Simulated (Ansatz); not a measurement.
Program: Ansatz. Geometries: PBE0-D4/def2-TZVP. ΔE: electronic, gas phase. CCSD(T)/CBS adds triple-zeta CCSD(T) − MP2 to the extrapolated MP2 energy (def2 sets, frozen cores). One conformer a species, not always the lowest.

Consider the redistribution: `FC[NH][AlH2]` + `BC(=C)N1C[SiH2]1` → `[AlH2][N]1C[SiH2]1` + `BC(=C)NCF`.

```json
{"level": "CCSD(T)/def2-TZVPP", "ΔE (kcal/mol)": "-4.1"}
{"level": "HF/CBS(def2)", "ΔE (kcal/mol)": "-4.6"}
```

Problem. What does CCSD(T)/CBS give? (An estimate is asked.)

Solution. Ansatz gave: -4.1 kcal/mol. The listed levels differ from it by 0.0, -0.5 kcal/mol.

Largest T1 diagnostic among the species: 0.013.
